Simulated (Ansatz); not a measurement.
Species: sum formula SnOH3, charge -1, multiplicity 1. It need not be the lowest isomer of its formula. Whether it binds its extra electron was not tested at this geometry. 
Coordinates optimised at B3LYP-D3(BJ)/def2-TZVP (Ansatz, an electronic-structure program):
```
Sn
O 1 2.1101
H 2 0.9614 1 104.07
H 1 1.8172 2 95.63 3 -134.14
H 1 1.8172 4 91.15 2 95.77
```
Charge -1, spin multiplicity 1.

Basis-set convergence of Hartree-Fock and MP2 correlation energies (hartree) with Ansatz. Cores are frozen in the correlated levels unless marked. Spin-orbit coupling is left out. Frozen are the shells of the preceding noble gas and the d and f shells that filled before the atom's block. Past Kr the def2 sets carry scalar-relativistic core potentials.

| basis | functions | E(HF) | E(corr, MP2) |
|---|---|---|---|
| def2-SVPD | 79 | -289.90690 | -0.31297 |
| def2-TZVPPD | 147 | -290.00678 | -0.37727 |
| def2-QZVPPD | 253 | -290.01198 | -0.40457 |

Extrapolating the two largest sets (X = 3 and 4) as X^-3: E(corr) = (64·(-0.40457) - 27·(-0.37727))/37 = -0.4245 Eh, an estimate of the basis-set limit. The largest set recovers 95.3 % of it, the smallest 73.7 %.
